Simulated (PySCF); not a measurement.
Constitutional and geometric isomers with formula CH2N2Si. Gas-phase values, no solvent. Strings in code marks are SMILES.

The numbers are results of PySCF with TPSSh-D3(BJ)/def2-TZVP // CAM-B3LYP-D3(BJ)/def2-TZVP, not measurements. All candidates: neutral, multiplicity 1. Excitations are Tamm–Dancoff values on a coarser integration grid. The basis has no diffuse functions, so Rydberg states are missing or too high.

```json
{
 "HOMO–LUMO gap": "3.54 eV",
 "S1 excitation (TDA)": "2.96 eV",
 "T1 excitation (TDA)": "2.61 eV"
}
```

Say which member has these values.
A) `[H]/N=[si]1/cn1`
B) `N#CN=[SiH2]`
C) `[H]/N=[SiH]/C#N`

B, `N#CN=[SiH2]`. The others give `[H]/N=[SiH]/C#N`: 4.48 eV, 3.86 eV, 3.11 eV; `[H]/N=[si]1/cn1`: 4.24 eV, 3.54 eV, 2.68 eV
